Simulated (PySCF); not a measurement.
Harmonic spectrum computed at PBE0 in the def2-TZVPD basis family (core potentials from Rb on, PySCF, no spin–orbit coupling):

| symmetry | ω (cm⁻¹) | IR (km/mol) |
| --- | --- | --- |
| a1 | 35 | 49.9 |
| b2 | 232 | 194 |
| a1 | 249 | 22.4 |

Problem. Which molecule gave it? In each, all ligands are bound to the one heavy central atom.
A. KF₂⁻ (singlet)
B. TlF₂⁻ (singlet)
C. AgF₂⁻ (singlet)
D. IF₂⁻ (singlet)
E. CsF₂⁻ (singlet)

Solution. E. It has C2v symmetry with Cs–F 2.621 Å (×2).
